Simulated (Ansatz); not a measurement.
Clusters of 6 atoms, II-VI: PBE0-D4/def2-TZVPD single points in Ansatz on relaxed structures, gas phase. Each cluster is the lowest isomer that a short search found in that spin, judged at the geometry's level, and lower ones may exist. Core potentials for Cd, Sr, Te, no spin–orbit coupling. HOMO and LUMO are taken over both spins. Binding counts from free atoms in the multiplicity of their measured ground term, without zero-point energy. The spins of the ions were chosen, not always searched. A dash marks a value that wasn't run or was left out as unsound. The structures are stationary points that may keep the symmetry of their start. Remarks come from the PBE and PBE0 runs and from stability tests at other levels; not every state was tested. A HOMO above zero means that the electron is unbound at that level and held by the basis, or that self-interaction error raises the level; the energy of removing that electron tells which.

Estimate the order by gap (eV), lowest first.
A. Be3O3 (singlet)
B. Be3Se3 (singlet)
C. Sr3Te3 (singlet)
D. Cd3Te3 (singlet)

D (3.06), C (3.33), B (4.63), A (7.06).

In full:

```tsv
species	atoms	state	geometry	HOMO (eV)	LUMO (eV)	gap (eV)	vertical EA (eV)	binding per atom (eV)	point group (within 0.1 Å)	remarks
Be3O3	6	singlet	r2SCAN-D4/def2-SVP	-8.59	-1.52	7.06	0.33	4.75	D3h	HOMO above zero (-1 doublet)
Be3Se3	6	singlet	PBE0-D4/def2-SVP	-7.38	-2.75	4.63	1.36	3.32	D3h	HOMO above zero (-1 doublet)
Cd3Te3	6	singlet	PBE-D4/def2-SVP	-5.85	-2.78	3.06	1.59	1.37	–	HOMO above zero (-1 doublet)
Zn3Se3	6	singlet	PBE-D4/def2-SVP	-7.03	-2.40	4.63	–	2.16	D3h	HOMO above zero (-1 doublet)
Sr3Te3	6	singlet	PBE-D4/def2-SVP	-5.21	-1.88	3.33	1.02	2.53	D3h	HOMO above zero (-1 doublet)
Zn3S3⁻	6	doublet	B3LYP-D4/def2-SVPD	-0.40	–	–	–	–	C2v	–
```

The gap (eV) runs from 3.06 (Cd3Te3) to 7.06 (Be3O3). The vertical EA (eV) runs from 0.33 (Be3O3) to 1.59 (Cd3Te3).
